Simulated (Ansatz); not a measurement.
C₅H₁₅BGe, singlet, at a GFN2-xTB geometry; SC-NEVPT2/STO-3G, CASSCF(4,6) (Ansatz, an electronic-structure program).

The Ansatz input:
Ansatz 0.2 input:
```yaml
crystal:
  periodic: [false, false, false]
  atoms:
    - {symbol: Ge, position_ang: [-0.47593844, -0.07328892, -0.02417590]}
    - {symbol: C, position_ang: [-1.30886638, -0.60634212, 1.70906297]}
    - {symbol: C, position_ang: [-1.51989594, 1.49605063, -0.67925154]}
    - {symbol: C, position_ang: [-0.90398923, -1.55735117, -1.29067777]}
    - {symbol: B, position_ang: [1.54579142, 0.26657997, 0.10088895]}
    - {symbol: C, position_ang: [2.38955954, -0.50510008, 1.17250942]}
    - {symbol: C, position_ang: [2.21481161, 1.29073021, -0.87895005]}
    - {symbol: H, position_ang: [-0.84882557, -1.50863768, 2.10143294]}
    - {symbol: H, position_ang: [-2.37045268, -0.79887401, 1.58464871]}
    - {symbol: H, position_ang: [-1.19592091, 0.17713985, 2.45299026]}
    - {symbol: H, position_ang: [-2.57853001, 1.26043422, -0.73595495]}
    - {symbol: H, position_ang: [-1.19067140, 1.79646050, -1.66986557]}
    - {symbol: H, position_ang: [-1.40226860, 2.34754030, -0.01487732]}
    - {symbol: H, position_ang: [-0.42669875, -2.48210184, -0.98025290]}
    - {symbol: H, position_ang: [-1.97537373, -1.72847644, -1.33364671]}
    - {symbol: H, position_ang: [-0.55943808, -1.32233611, -2.29338634]}
    - {symbol: H, position_ang: [2.16271757, -0.08247902, 2.15338336]}
    - {symbol: H, position_ang: [2.10836408, -1.55592072, 1.23898457]}
    - {symbol: H, position_ang: [3.46817588, -0.44788856, 1.03971800]}
    - {symbol: H, position_ang: [1.68702776, 2.24456609, -0.87348487]}
    - {symbol: H, position_ang: [2.12373926, 0.91875751, -1.90103097]}
    - {symbol: H, position_ang: [3.26951039, 1.48623633, -0.69563208]}
basis:
  gaussian:
    orbitals: STO-3G
magnetization: {spin_polarized: false}
correlation: {method: sc_nevpt2, electrons: all, active_space: {window: {electrons: 4, orbitals: 6}}}
```

The log (banner, timings and long lists left out):

```
Functional definition: HF
802 factors; integrals over basis functions are off by at most 7.7e-5 eV
mean field evaluation 1: about -61821.8569 eV, gradient 1.8e1 eV
mean field evaluation 2: about -61822.1003 eV, gradient 1.7e1 eV
mean field evaluation 4: about -61823.5072 eV, gradient 5.7e-1 eV
mean field evaluation 8: about -61823.5083 eV, gradient 2.7e-6 eV
mean field -61823.50829965 eV, -2271.9720245331 hartree, gradient 1.2e-6 eV, S^2 0.000000; 0 other end points of the search recorded, 0 dependent functions left out
reference -61823.50829965 eV, -2271.9720245331 hartree; 41, 41 occupied and 22, 22 virtual orbitals, 802 factors
state -61824.24224731 eV, -2271.9989966121 hartree
state -61824.24224731 eV, -2271.9989966121 hartree; corrected -61832.68985825 eV, -2272.3094405880 hartree
state -61824.20203743 eV, -2271.9975189261 hartree
state -61824.20203743 eV, -2271.9975189261 hartree; corrected -61832.68792903 eV, -2272.3093696907 hartree
state -61824.24224731 eV, -2271.9989966121 hartree; corrected -61832.68985825 eV, -2272.3094405880 hartree
Total energy: -61832.68985825 eV, -2272.3094405880 hartree
```
